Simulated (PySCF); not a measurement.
## Dipole moment and polarisability of NbSCl3

Species: NbSCl3 (singlet state).
Cartesian coordinates in Å at the PBE0-D3(BJ)/def2-SVP level; atoms count from 1:
```xyz
5
Cl3NbS angstrom
Nb    -0.006    0.001   -0.002
S      0.038   -0.029    2.115
Cl     2.138    0.013   -0.739
Cl    -1.092    1.887   -0.657
Cl    -1.077   -1.872   -0.718
```

Level: wB97X-D/def2-SVPD (PySCF), static field, nuclei fixed, core orbitals frozen in the response. The polarisability tensor in these axes (au):

```
x    98.33  -0.09   0.21
y    -0.09  98.87  -0.08
z     0.21  -0.08 111.53
```

Task: Give the principal values, the mean and the anisotropy Δα = √{½[(α1 − α2)² + (α2 − α3)² + (α1 − α3)²]}.

Result: Principal values 98.32, 98.88 and 111.54 au; mean 102.91 au = 15.25 Å³ = 16.97 × 10⁻⁴⁰ C²·m²/J; Δα = 12.94 au (13 % of the mean).

Task: What is the dipole moment, and where does it point?

Result: (0.00, 0.01, -0.49) D, 0.49 D in size, pointing from the negative to the positive side. Measured along this direction, the outermost atoms are S2 at the negative end and Cl3, Cl4 and Cl5 at the positive end.

Task: Form Σ f/ω² (atomic units) for the 10 lowest TDDFT singlets, given as eV and f, and set it beside the mean polarisability, which is this sum over all singlets: 3.43, 0.0000; 3.67, 0.0040; 3.67, 0.0042; 3.94, 0.0137; 4.46, 0.0000; 4.53, 0.0002; 4.54, 0.0002; 4.69, 0.0001; 4.69, 0.0002; 4.98, 0.0037.

Result: They add up to 1.24 au, 1.2 % of the 102.91 au; the largest single term is 0.65 au, from the state at 3.94 eV. Terms in order: 0.00, 0.22, 0.23, 0.65, 0.00, 0.01, 0.01, 0.00, 0.01, 0.11 au. Higher excitations give the rest. The strengths listed sum to 0.026.

Task: In a dilute gas of rigid molecules at 298 K, how does the orientational term μ²/3kT compare with the electronic polarisability?

Result: In Gaussian units μ²/3kT = 1.96 Å³ against 15.25 Å³, a ratio of 0.13; the Debye molar polarisation (4π/3)N_A(α + μ²/3kT) is 43.4 cm³/mol, leaving out the vibrational part.

Task: What would n − 1 = 2πNα be for an ideal gas of these molecules at 350 K and 1 atm, electronic part alone?

Result: N = p/kT = 2.0968 × 10¹⁹ cm⁻³, so n − 1 = 2π × N × 15.25 × 10⁻²⁴ cm³ = 2009 × 10⁻⁶ at long wavelengths.

Task: Find the Langevin capture rate constant for H3+ (3.023 u) meeting this molecule (229.785 u), k = 2.342 × 10⁻⁹ cm³/s × √(α in Å³ / reduced mass in u).

Result: The reduced mass is 2.98 u, so k = 5.29 × 10⁻⁹ cm³/s. The formula leaves out the permanent dipole, which adds to the capture rate.

Task: Molar refractivity from α?

Result: Lorentz–Lorenz: R = (4π/3)N_A α = 2.5225 cm³/(mol·Å³) × 15.25 Å³ = 38.5 cm³/mol, in the limit of long wavelengths.

Geometry: PBE0-D3(BJ)/def2-SVP; no solvent, vibrations or thermal averaging. Atoms past krypton carry effective core potentials; spin–orbit coupling is left out.
